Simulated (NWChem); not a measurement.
CHBrClF; SMILES F[C@@H](Cl)Br

All runs: NWChem. Structure relaxed at the B3LYP/6-31G* (spherical d) level. Ions are spin-unrestricted doublets at the neutral geometry; other ion states weren't tried. Functional: LC-ωPBE (HJS hole) with def2-SVP; rows give the range parameter ω in 1/bohr.

For range parameter (1/bohr) 0.40:

* **vertical ionisation energy, ΔSCF (eV)**: 12.19
* **−ε(HOMO) (eV)**: 11.34

Q: Estimate the same quantities for range parameter (1/bohr) 0.20.

A: The vertical ionisation energy, ΔSCF (eV) comes out as 11.15 and the −ε(HOMO) (eV) comes out as 9.77.
